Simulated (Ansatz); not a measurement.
(CuSH)4 ring (Cu₄H₄S₄), 12 atoms. Hardware: 2 threads of AMD EPYC 7R13 on a shared host and a share (18 GiB) of an NVIDIA H100 80GB HBM3.

Question: How many basis functions does each of these Ansatz runs have, and roughly what does it cost? PBE0-D4/def2-TZVP, charge 1 doublet at the geometry of the charge 0 singlet, energy; ωB97M-V/def2-TZVP, charge 0 singlet, energy, from earlier orbitals; PBE-D4/def2-TZVP, charge 1 doublet at the geometry of the charge 0 singlet, energy, from earlier orbitals; ωB97X-V/def2-TZVP, charge 0 singlet, energy and forces, from earlier orbitals; ωB97X-V/def2-TZVP, charge 1 doublet at the geometry of the charge 0 singlet, energy, from earlier orbitals; r2SCAN-D4/def2-TZVP, charge 0 triplet at the geometry of the charge 0 singlet, energy, from earlier orbitals; r2SCAN-D4/def2-SVP, charge 0 singlet, relaxation, 13 steps; PBE-D4/def2-TZVP, charge 0 singlet, energy, from earlier orbitals; HF/def2-TZVP, charge 0 singlet, energy, from earlier orbitals; PBE-D4/def2-TZVP, charge 0 triplet at the geometry of the charge 0 singlet, energy, from earlier orbitals; PBE0-D4/def2-TZVP, charge 0 triplet at the geometry of the charge 0 singlet, energy; r2SCAN-D4/def2-TZVP, charge 0 singlet, energy, from earlier orbitals.

Answer: Other jobs shared the machine, so times can vary by a factor of up to 3.

```json
{"run": "HF/def2-TZVP, charge 0 singlet, energy, from earlier orbitals", "functions": "352", "fitting or Cholesky vectors": "2952", "wall time": "2.3 s", "peak host memory (GiB)": "0.89"}
{"run": "PBE-D4/def2-TZVP, charge 0 singlet, energy, from earlier orbitals", "functions": "352", "fitting or Cholesky vectors": "3032", "wall time": "2.5 s", "peak host memory (GiB)": "0.91"}
{"run": "r2SCAN-D4/def2-TZVP, charge 0 singlet, energy, from earlier orbitals", "functions": "352", "fitting or Cholesky vectors": "3032", "wall time": "3.1 s", "peak host memory (GiB)": "0.96"}
{"run": "PBE-D4/def2-TZVP, charge 0 triplet at the geometry of the charge 0 singlet, energy, from earlier orbitals", "functions": "352", "fitting or Cholesky vectors": "3032", "wall time": "3.1 s", "peak host memory (GiB)": "0.98"}
{"run": "PBE-D4/def2-TZVP, charge 1 doublet at the geometry of the charge 0 singlet, energy, from earlier orbitals", "functions": "352", "fitting or Cholesky vectors": "3032", "wall time": "3.6 s", "peak host memory (GiB)": "0.98"}
{"run": "ωB97M-V/def2-TZVP, charge 0 singlet, energy, from earlier orbitals", "functions": "352", "fitting or Cholesky vectors": "3356", "wall time": "6 s", "peak host memory (GiB)": "1.1"}
{"run": "r2SCAN-D4/def2-TZVP, charge 0 triplet at the geometry of the charge 0 singlet, energy, from earlier orbitals", "functions": "352", "fitting or Cholesky vectors": "3032", "wall time": "6.5 s", "peak host memory (GiB)": "1.2"}
{"run": "ωB97X-V/def2-TZVP, charge 0 singlet, energy and forces, from earlier orbitals", "functions": "352", "fitting or Cholesky vectors": "2952", "wall time": "6.5 s", "peak host memory (GiB)": "1.3"}
{"run": "PBE0-D4/def2-TZVP, charge 0 triplet at the geometry of the charge 0 singlet, energy", "functions": "352", "fitting or Cholesky vectors": "2952", "wall time": "7.5 s", "peak host memory (GiB)": "1"}
{"run": "PBE0-D4/def2-TZVP, charge 1 doublet at the geometry of the charge 0 singlet, energy", "functions": "352", "fitting or Cholesky vectors": "2952", "wall time": "11 s", "peak host memory (GiB)": "1"}
{"run": "ωB97X-V/def2-TZVP, charge 1 doublet at the geometry of the charge 0 singlet, energy, from earlier orbitals", "functions": "352", "fitting or Cholesky vectors": "2952", "wall time": "18 s", "peak host memory (GiB)": "1.3"}
{"run": "r2SCAN-D4/def2-SVP, charge 0 singlet, relaxation, 13 steps", "functions": "216", "fitting or Cholesky vectors": "2588", "wall time": "38 s", "peak host memory (GiB)": "0.88"}
```
